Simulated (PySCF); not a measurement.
Isomers of C7H9NO, one GFN2-xTB conformer each. Single-point energies are computed at PBE0/pcSseg-1 (PySCF, gas phase, no added dispersion term), electronic only.

| SMILES | GFN2-xTB relative energy (kcal/mol) |
| --- | --- |
| NC(=O)C1=CCCC=C1 | 0.0 |
| C#CC(=O)NCC1CC1 | 37.3 |

Conformers: `[NH2:1][C:2](=[O:3])[C:4]1=[CH:5][CH2:6][CH2:7][CH:8]=[CH:9]1` with H–N1–C2–O3 4° and 170°, N1–C2–C4–C5 157°, C4–C5–C6–C7 31°, C5–C6–C7–C8 -45°, C6–C7–C8–C9 33°, C2–C4–C9–C8 165°; `[CH:1]#[C:2][C:3](=[O:4])[NH:5][CH2:6][CH:7]1[CH2:8][CH2:9]1` with C2–C3–N5–C6 177°, C3–N5–C6–C7 -106°, N5–C6–C7–C8 146°.

Question: What does PBE0/pcSseg-1 give for the same structures?

Answer: 
```json
{"SMILES": "NC(=O)C1=CCCC=C1", "PBE0/pcSseg-1 E (Eh)": "-401.61637", "PBE0/pcSseg-1 (kcal/mol)": "0.0", "GFN2-xTB (kcal/mol)": "0.0", "point group": "C1"}
{"SMILES": "C#CC(=O)NCC1CC1", "PBE0/pcSseg-1 E (Eh)": "-401.53164", "PBE0/pcSseg-1 (kcal/mol)": "53.2", "GFN2-xTB (kcal/mol)": "37.3", "point group": "C1"}
```

Both levels put the same isomer lowest. As drawn, the lower has a C=C bond outside aromatic rings, which the higher lacks; the higher has a three-membered ring and a C≡C bond, which the lower lacks.

Question: Which frontier levels, dipoles and rotational constants go with these structures?

Answer: 
```
          SMILES  HOMO (eV, PBE0/pcSseg-1)  LUMO (eV)  dipole (D)       A, B, C (MHz)
NC(=O)C1=CCCC=C1                     -6.51      -1.26        3.84   3528, 1179, 920.7
 C#CC(=O)NCC1CC1                     -7.53      -0.82        3.83  4136, 802.6, 789.6
```
